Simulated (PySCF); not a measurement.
**Working out the ionisation energy of Sb²⁺**

Sb²⁺ [Kr] 4d10 5s2 5p1 (2P) → Sb³⁺ [Kr] 4d10 5s2 (1S). Calculation: PySCF 2.14, in aug-cc-pVTZ-DK3 (8s7p5d2f, 68 functions); scalar relativity by spin-free X2C-1e. Frozen: [Kr] 4d10. Energies in hartree (1 hartree = 27.21139 eV):

| part | Sb²⁺ (lower) | Sb³⁺ (upper) |
| --- | --- | --- |
| UHF | -6476.806684 | -6475.919516 |
| MP2 opposite-spin | -0.031601 | -0.025761 |
| MP2 same-spin | -0.002268 | 0.000000 |

Problem. What does Hartree-Fock give?

Solution. (-6475.919516) − (-6476.806684) = 0.887168 hartree = 24.141 eV.

Problem. What do MP2 and SCS-MP2 (6/5 opposite-spin, 1/3 same-spin) give?

Solution. The opposite-spin parts differ by 0.159 eV and the same-spin parts by 0.062 eV. MP2: 24.141 + (0.159) + (0.062) = 24.362 eV. SCS-MP2: 24.141 + 1.2 × (0.159) + (0.062)/3 = 24.352 eV.

A first-order spin-orbit estimate adds 0.488 eV to MP2 (valence), giving 24.850 eV against 25.323 eV (measured; NIST Atomic Spectra Database, ionization energies).

What remains against the reference includes basis incompleteness, the frozen core and correlation beyond second order.
